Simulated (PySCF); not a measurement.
Correlation energy of Sc⁻ (scandium, charge -1)

[Ar] 3d2 4s2, high-spin 3F determinant. All numbers are calculated (PySCF 2.14, the spin-free X2C one-electron Hamiltonian (Gaussian nucleus), in aug-cc-pwCVTZ-DK with one added diffuse shell each of s, p, d, f, g type (11s10p8d5f4g, 152 functions)). Frozen: [Ne]; 12 electrons correlated.

MP2 pair energies summed by pair of shells (mhartree):

```csv
pair,energy,share (%)
3p-3p,-155.80,45.7
3p-3d,-75.52,22.1
3s-3p,-51.21,15.0
3s-3d,-12.75,3.7
3p-4s,-12.32,3.6
3d-4s,-10.38,3.0
3s-3s,-9.01,2.6
3d-3d,-6.93,2.0
4s-4s,-6.39,1.9
3s-4s,-0.83,0.2
```

Total MP2 correlation energy: -341.14 mhartree.

Same-spin part -97.89 and opposite-spin part -243.25 mhartree; SCS-MP2 scales them by 1/3 and 6/5 to -324.54 mhartree.

The Hartree-Fock reference does not bind the outermost electron (its level is positive or very diffuse), so these energies belong to a reference that the basis holds together.
